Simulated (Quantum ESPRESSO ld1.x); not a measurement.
Task: The osmium ion Os59+, 17 electrons, occupied as [Ne] 3s2 3p5. Calculated with ld1.x of Quantum ESPRESSO 7.5: scalar-relativistic Kohn-Sham, relativistic LDA (MacDonald-Vosko exchange, VWN5 correlation), spin-unpolarised, spherical densities, point nucleus. Some entries of the table are withheld. Estimate them.

orbital,occ.,eigenvalue (eV),<r> (bohr),<r^2> (bohr^2)
1s,2,(1),0.01781,0.0004368
2s,2,-17185.7,(2),0.006557
2p,6,-15576.6,0.06671,(3)
3s,2,-6771.03,0.1811,0.03741
3p,5,(4),0.1785,0.03681
3d,0,-5877.25,0.1577,0.02866
4s,0,(5),(6),0.1301

Result: 
(1) 1s eigenvalue (eV): -77900.8
(2) 2s <r> (bohr): 0.07449
(3) 2p <r^2> (bohr^2): 0.005422
(4) 3p eigenvalue (eV): -6295.92
(5) 4s eigenvalue (eV): -3562.01
(6) 4s <r> (bohr): 0.3399
